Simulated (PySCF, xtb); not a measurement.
pyrazine (C₄H₄N₂), SMILES c1cnccn1.

Harmonic wavenumbers (cm⁻¹) from GFN2-xTB run with xtb 6.7.1 at its own minimum, in rising order: 241, 388, 579, 657, 726, 751, 907, 907, 914, 1010, 1090, 1097, 1130, 1198, 1229, 1251, 1351, 1436, 1530, 1582, 3058, 3062, 3068, 3069.

Problem. What does PySCF with ωB97X-D3(BJ)/def2-SVP give at its own minimum? (An estimate is asked for; the answer gives what the named calculation found.)

Solution. 368, 445, 609, 730, 792, 820, 963, 1020, 1034, 1045, 1078, 1109, 1183, 1232, 1260, 1371, 1465, 1542, 1664, 1687, 3192, 3193, 3207, 3213. Paired by order, the mean absolute difference is 84 cm⁻¹ and the zero-point energies are 46.1 and 48.9 kcal/mol.
